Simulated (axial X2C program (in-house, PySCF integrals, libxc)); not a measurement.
Nuclear properties of TaS⁺

Calculated with an in-house all-electron X2C program for linear molecules (integrals from PySCF): two-component X2C with atomic mean-field Coulomb and Gaunt terms, Gaussian nuclei, basis Ta dyall-cv3z, S dyall-av3z with contracted cores.

R = 2.080 Å (near the PBE0 minimum at charge 1 of the determinant lowest at the starting distance; the state shown can have its own minimum elsewhere).

Input and command:
```json
{"zs": [73, 16], "q": 1, "bas": ["dyall-cv3z", "dyall-av3z"], "r0": 2.2, "levels": ["PBE0", "HF", "PBE", "B3LYP", "LDA"], "nst": 3}
```
```bash
python soeom.py task.json out
```

Keys: zs atomic numbers; q charge; bas basis sets; r0 starting distance in Å; levels methods; nst determinants followed.

Determinant lowest in the PBE0 search, Ω = 1 (⟨Sz⟩ = -0.99, ⟨Lz⟩ = 1.99 at PBE0), spin on the atoms Ta -1.16, S 0.17:

```csv
level,Eeff magnitude (GV/cm),Ws magnitude Ta (kHz),A∥/gI Ta (MHz),qzz Ta (a.u.),A∥/gI S (MHz),qzz S (a.u.)
PBE0,14.7,12.6,-4810,-2.90,-44.5,-0.96
HF,12.3,8.78,-4440,-3.30,-95.1,-1.46
PBE,16.4,14.5,-4770,-3.12,-38.2,-0.90
B3LYP,16.2,14,-4870,-2.97,-37.2,-0.93
LDA,17.3,15.3,-4970,-3.11,-35,-0.94
```

Eeff is the effective electric field on the electron electric dipole moment in this Ω state and Ws the scalar–pseudoscalar constant of the nucleus named (defined with the proton number Z and per Ω); A∥ (defined per Ω) follows by multiplying with gI = μI/(I μN); qzz is the electric field gradient, eQq0 = 234.96 MHz × Q/barn × qzz. The operators were transformed with the bare-nucleus X2C matrices; with these basis sets, hyperfine constants and field gradients can be off by tens of per cent, and where levels differ in sign neither size nor sign is settled.

(1) With gI(181Ta) = 0.6773, Q(181Ta) = 3.17 barn, Q(33S) = -0.0694 barn (g factors from the IAEA table of nuclear moments by Stone; Q from Pyykkö, Mol. Phys. 2018), turn the PBE0 values of the first state into constants in MHz.

Each state is one determinant with collinear spin, which with several unpaired electrons need not be a pure state. Unrestricted Hartree–Fock can overshoot spin polarisation at the nuclei. With several open shells hyperfine constants can be off by a factor of several. Open-shell Ω = 0 determinants with evenly filled partner blocks cannot be reached by this program, so the Ω shown need not be the lowest component. The search compared states at one distance, so a state with another bond length can lie lower. Further determinants of the search, some of them spin-mixed, are not shown. Where a field gradient or hyperfine factor spreads by more than a factor of two over the levels, a constant derived from it is not to be relied on.

Results:

(1) A∥(181Ta) = -4810 × 0.6773 = -3260 MHz; eQq0(181Ta) = 234.96 × (3.17) × (-2.90) = -2160 MHz; eQq0(33S) = 234.96 × (-0.0694) × (-0.96) = 15.7 MHz.
